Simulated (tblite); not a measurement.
C₄H₁₂NSSi (doublet state).
Z-matrix (Å and degrees, GFN2-xTB geometry), rows numbered from 1:
```
C 
Si  1  1.8986
C   2  1.9022  1  110.19
C   2  1.9301  1  108.66  3  -118.84
C   4  1.4802  2  109.90  1    62.84
N   5  1.3821  4  118.58  2   -91.63
S   5  1.7686  4  119.96  2   112.49
H   1  1.0862  2  110.89  3    60.48
H   1  1.0858  2  111.47  3  -179.72
H   1  1.0857  2  111.25  3   -59.66
H   2  1.4743  1  110.87  3   122.56
H   3  1.0856  2  111.09  1    61.81
H   3  1.0869  2  111.00  1   -57.66
H   3  1.0863  2  111.82  1  -178.18
H   4  1.0882  2  109.36  1  -176.14
H   4  1.0935  2  109.16  1   -58.61
H   6  1.0156  5  116.72  4   -35.93
H   6  1.0096  5  114.19  4  -170.23
H   7  1.3381  5   96.44  4   -63.04
```

Calculated harmonic vibrations of the isolated species, GFN2-xTB (tblite), most abundant isotopes, no scaling. Against measured fundamentals such values can be off by several per cent, at times by over 20. Modes of hydrogen on silicon and sulfur can be 10 to 20 % off. One conformer, not necessarily the lowest. Open shells enter through the occupations alone, without spin polarisation, and single modes of such species can be off by tens of per cent.

Harmonic wavenumbers (cm⁻¹): 31.4, 49.4, 95.1, 115.7, 137.1, 150.8, 176.0, 182.1, 229.0, 291.0, 322.2, 336.4, 370.4, 578.6, 607.2, 643.4, 654.6, 701.8, 733.1, 744.9, 768.2, 800.4, 838.8, 844.7, 858.3, 862.3, 991.9, 1078.3, 1192.0, 1226.8, 1333.7, 1370.7, 1373.0, 1449.0, 1478.7, 1485.6, 1487.6, 1492.1, 1493.0, 2161.9, 2332.4, 2915.6, 3002.2, 3031.0, 3036.2, 3041.6, 3042.8, 3045.3, 3047.6, 3302.0, 3465.1.

A = 2477, B = 1068, C = 879.7 MHz; mass 134.046 u (most abundant isotopes); point group C1, symmetry number 1; spin multiplicity 2.

**Question.** Zero-point energy?

**Answer.** ½Σν̃ = 32500 cm⁻¹ = 388.78 kJ/mol.

**Question.** Give the ideal-gas entropy at 273.15 K and 1 bar in the rigid-rotor, harmonic-oscillator model (classical rotation).

**Answer.** Translation 168.12, rotation 121.56, vibration 148.33, spin (R ln 2) 5.76: S = 443.8 J/(mol K).

**Question.** And Cp and H(273.15 K) − H(0)?

**Answer.** Cp = 171.66 J/(mol K), of which vibrations give 138.40 (their classical limit is 51 R = 424.0); H(273.15 K) − H(0) = 29.66 kJ/mol without the zero-point energy, 20.57 from vibrations.

**Question.** What must be added to the electronic energy to get the Gibbs energy at 273.15 K and 1 bar?

**Answer.** ZPE + [H(273.15 K) − H(0)] − T·S = 388.78 + 29.66 − 121.22 = 297.22 kJ/mol.

**Question.** Blend soft modes into free rotors: weight 1/[1 + (100 cm⁻¹/ν̃)⁴] for the oscillator and the rest for a rotor with moment μB/(μ + B), μ = h/(8π²ν), B = 10⁻⁴⁴ kg m². What vibrational entropy results?

**Answer.** 134.73 J/(mol K) in place of 148.33, which changes −T·S at 273.15 K by +3.72 kJ/mol.

Hindered rotation and anharmonicity are outside this model. Other conformers, if any are populated, would add a mixing term that is left out. The structure is chiral; the term R ln 2 for an equal mix with its mirror image is left out.
